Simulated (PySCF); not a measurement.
# Electron correlation in Cl (chlorine, neutral)

[Ne] 3s2 3p5, 2P determinant. All numbers are calculated (PySCF 2.14, the spin-free X2C one-electron Hamiltonian (Gaussian nucleus), in Sapporo-DZP-2012 (5s4p2d, 27 functions)). Frozen: [Ne]; 7 electrons correlated.

MP2 pair energies summed by pair of shells (mhartree):

| pair | energy | share (%) |
| --- | --- | --- |
| 3p-3p | -79.21 | 67.1 |
| 3s-3p | -31.91 | 27.0 |
| 3s-3s | -6.95 | 5.9 |

Total MP2 correlation energy: -118.07 mhartree.

Same-spin part -30.97 and opposite-spin part -87.11 mhartree; SCS-MP2 scales them by 1/3 and 6/5 to -114.85 mhartree.

```tsv
level	correlation energy (mhartree)
CCSD	-137.15
(T)	-1.77
CCSD(T)	-138.92
```

Diagnostics: T1 = 0.0064, D1 = 0.0230, largest double amplitude 0.048.

Cost of the coupled-cluster step: 0.16 s of wall time on 1 thread of Neoverse-V2 (shared host), for 7 correlated electrons.
